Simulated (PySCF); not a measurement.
## How methods differ on the excitation energy of N²⁺

N²⁺ [He] 2s2 2p1 (2P) → N²⁺ [He] 2s1 2p1 3d1 (high-spin determinant), as a difference of total energies. Computed with PySCF 2.14 in aug-cc-pwCVDZ (5s4p2d, 27 functions), with the non-relativistic Hamiltonian (point nucleus). Correlated levels: valence: 1s2 frozen; valence and next inner shell: nothing frozen. The calculations carry no spin-orbit coupling.

```tsv
method	excitation energy (eV)
UHF	40.567
LDA	40.812
PBE	40.686
PBE0	40.958
r2SCAN	40.662
M06-L	40.648
CAM-B3LYP	41.568
M06-2X	41.821
r2SCANh	40.783
MP2 (valence)	41.737
SCS-MP2 (valence)	42.045
MP2 (valence and next inner shell)	41.770
SCS-MP2 (valence and next inner shell)	42.067
```

Problem. How much does correlation contribute at MP2 (valence and next inner shell)?

Solution. 41.770 − (40.567) = 1.203 eV, measured against UHF.

The promoted electron is Rydberg-like, and one or two diffuse shells describe it only roughly, which tends to raise the upper state.

The determinant of the upper state mixes LS terms, which raises its energy above the lowest term, most at the Hartree-Fock and MP2 levels.
